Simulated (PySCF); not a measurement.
Computed with TPSSh-D3(BJ)/def2-TZVP // CAM-B3LYP-D3(BJ)/def2-TZVP (PySCF 2.14.0). All species are isolated molecules in the gas phase. One relaxed conformer stands for a flexible species; it need not be the lowest. 

Reference species (SMILES): `[F][Ga]([F])[SH]` (F–Ga–S–H torsion 0°) (neutral, multiplicity 1).

The HOMO–LUMO gap is 5.90 eV and the LUMO is -2.03 eV.

Changed species: `[F][Ga]([F])[F]` (0 of 3 F replaced by SH; the reference has 1 of 3 F replaced by SH).

Q: Predict the effect on the HOMO–LUMO gap and LUMO.

A: the HOMO–LUMO gap goes up by 1.98 eV, to 7.88 eV; the LUMO drops by 0.70 eV, to -2.73 eV.
